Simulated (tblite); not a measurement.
Species: C4H9F3Si.
Atom-mapped SMILES: `[CH3:1][CH2:2][CH2:3][SiH2:4][C:5]([F:6])([F:7])[F:8]` (hydrogens: H9, H10, H11 on C1; H12, H13 on C2; H14, H15 on C3; H16, H17 on Si4)

A start from a force field or distance geometry was refined with tblite, GFN2-xTB geometry optimisation, gas phase. Values at the start:

```json
{"coordinate": "C1–C2", "start": "1.505 Å"}
{"coordinate": "C1–H9", "start": "1.093 Å"}
{"coordinate": "C2–C3", "start": "1.535 Å"}
{"coordinate": "C2–H12", "start": "1.090 Å"}
{"coordinate": "C3–Si4", "start": "1.873 Å"}
{"coordinate": "C3–H14", "start": "1.096 Å"}
{"coordinate": "Si4–C5", "start": "1.815 Å"}
{"coordinate": "Si4–H16", "start": "1.485 Å"}
{"coordinate": "C5–F6", "start": "1.367 Å"}
{"coordinate": "C1–C2–C3", "start": "112.0°"}
{"coordinate": "C2–C3–Si4", "start": "116.1°"}
{"coordinate": "C3–Si4–C5", "start": "112.7°"}
{"coordinate": "Si4–C5–F6", "start": "111.0°"}
{"coordinate": "F6–C5–F7", "start": "106.6°"}
{"coordinate": "C1–C2–C3–Si4", "start": "-179°"}
{"coordinate": "C2–C3–Si4–C5", "start": "-61°"}
{"coordinate": "C3–Si4–C5–F6", "start": "-57°"}
```

Question: How do these coordinates change at the GFN2-xTB level?

Answer: 
```csv
coordinate,GFN2-xTB (Å or °),change
Si4–C5,1.952,+0.137
C3–Si4,1.897,+0.024
Si4–H16,1.462,-0.023
C1–C2,1.524,+0.019
C5–F6,1.350,-0.017
C1–H9,1.088,-0.005
C3–H14,1.092,-0.004
C2–H12,1.091,+0.001
C2–C3,1.534,-0.001
C3–Si4–C5,106.2,-6.5
C2–C3–Si4,114.2,-1.9
Si4–C5–F6,112.6,+1.6
C1–C2–C3,111.2,-0.8
F6–C5–F7,106.0,-0.6
C3–Si4–C5–F6,-53,+4
C2–C3–Si4–C5,-64,-3
C1–C2–C3–Si4,-178,+1
```

The energy falls by 0.357 eV over 70 L-BFGS steps, the largest force on an atom goes from 4.22 to 0.007 eV/Å, and the atoms move by 0.093 Å rms after alignment. The bond that changes most is Si4–C5 (SiH2 silicon to CF3 carbon), which lengthens by 0.137 Å. Bonds longer at the end by more than 0.005 Å: 3 of 16; shorter: 10. Among the dihedrals that turn most is C2–C3–Si4–H17, from 63° to 50°. Rotational constants go from 3028, 874.9, 805.7 to 2837, 894.5, 806.9 MHz.

Its GFN2-xTB frequencies are all real (lowest 18 cm⁻¹). The numbers are those of one conformer.

The numbers are calculated, not measured.
